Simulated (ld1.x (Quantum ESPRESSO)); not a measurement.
# u(r) = r·R(r): atom against pseudo-atom (rubidium)

Columns: radius, all-electron u(r) and pseudo u(r) of the 5p shell (level -0.78 eV) of rubidium in the configuration [Kr] 5s1 5p0; LDA (PZ), scalar-relativistic, TM scheme, ld1.x (Quantum ESPRESSO) 7.5.

```csv
r (bohr),all-electron,pseudo
0.210,-0.0171,-0.0014
0.420,-0.0752,-0.0056
0.630,-0.0006,-0.0124
0.840,0.0829,-0.0214
1.050,0.1325,-0.0323
1.260,0.1464,-0.0446
1.470,0.1339,-0.0579
1.680,0.1044,-0.0719
1.890,0.0653,-0.0865
2.100,0.0218,-0.1017
2.310,-0.0230,-0.1177
2.520,-0.0669,-0.1351
2.730,-0.1088,-0.1541
2.940,-0.1479,-0.1751
3.150,-0.1840,-0.1983
3.360,-0.2170,-0.2231
3.570,-0.2469,-0.2488
3.780,-0.2736,-0.2740
3.990,-0.2975,-0.2975
4.200,-0.3184,-0.3184
4.410,-0.3367,-0.3367
4.620,-0.3523,-0.3523
4.830,-0.3654,-0.3654
5.040,-0.3761,-0.3761
5.250,-0.3846,-0.3846
5.460,-0.3910,-0.3910
```

**Question.** How many radial nodes do the two functions have?

**Answer.** The all-electron 5p function has n − l − 1 = 3 (the table is too coarse to show those close to the nucleus); the pseudo-wave has 0, since the states of the same l below it are removed with the core.

**Question.** At about which radius was the pseudo-wave matched?

**Answer.** 4.20 bohr. The columns agree to 0.0005 from 3.78 bohr on; several derivatives are matched, so the curves merge somewhat inside the radius.

**Question.** Is the pseudo-wave norm-conserving?

**Answer.** Yes: the TM scheme keeps the norm inside the radius equal to the all-electron one, which fixes the energy derivative of the logarithmic derivative at the level.
